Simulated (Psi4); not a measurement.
## CH3AlCl2S (SMILES C[S][Al]([Cl])[Cl]): the dipole moment, rung by rung

The species is CH3AlCl2S (8 atoms), meant as a singlet with charge 0. As SMILES, `C[S][Al]([Cl])[Cl]`. Geometry: optimised at PBE0/def2-TZVP.

Quantity: the dipole moment, in D. The values are calculated.

| level | kind | program | value (D) | CPU time |
| --- | --- | --- | --- | --- |
| PBE-D4/def2-TZVPP (density fitting) | GGA | Psi4 | 2.06 | 45 s |
| r2SCAN-D4/def2-TZVPP (density fitting) | meta-GGA | Psi4 | 2.13 | 2.7 min |
| B3LYP-D4/def2-TZVPP (density fitting) | global hybrid | Psi4 | 2.05 | 42 s |
| PBE0-D4/def2-TZVPP (density fitting) | global hybrid | Psi4 | 2.09 | 44 s |
| wB97M-V/def2-TZVPP (density fitting) | range-separated hybrid | Psi4 | 2.00 | 2.9 min |

The values span 2.00 to 2.13 D. Magnitudes only. Times are those of the runs behind each value, whatever else they computed, on shared processors of several kinds: orders of magnitude only.
